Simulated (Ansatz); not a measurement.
C5H7BO2, SMILES `OB(O)C1=CCC=C1` at its PBE0-D4/def2-TZVP geometry, where that method's forces vanish. Total charge 0; spin multiplicity 1.

```xyz
15

O    -2.3294    1.5708   -0.3823
B    -1.1192    1.1878   -0.8956
O    -0.7469    1.7071   -2.0986
C    -0.1506    0.1980   -0.1856
C    -0.3292   -0.4055    1.0096
C     0.8361   -1.2772    1.3302
C     1.7256   -1.0964    0.1465
C     1.1455   -0.2473   -0.7135
H    -2.5286    1.1650    0.4629
H    -1.4116    2.3048   -2.4525
H    -1.1803   -0.2986    1.6728
H     1.3228   -0.9785    2.2684
H     0.5357   -2.3241    1.4721
H     2.6824   -1.5865    0.0285
H     1.5477    0.0805   -1.6630
```

**Question.** What forces (eV/Å) does PBE-D4/def2-TZVPP give on these atoms in Ansatz? (An estimate is asked.)

**Answer.** Computed: 
```
O1  -0.376  0.348 -0.213
B2   0.209 -0.250  0.211
O3   0.472 -0.080 -0.314
C4  -0.029  0.286 -0.453
C5  -0.129 -0.168  0.410
C6   0.001 -0.008  0.013
C7   0.274 -0.295  0.226
C8  -0.165  0.274 -0.297
H9  -0.096 -0.199  0.415
H10 -0.319  0.292 -0.179
H11 -0.184  0.021  0.147
H12  0.096  0.030  0.201
H13 -0.045 -0.212  0.057
H14  0.208 -0.111 -0.018
H15  0.084  0.073 -0.207
```
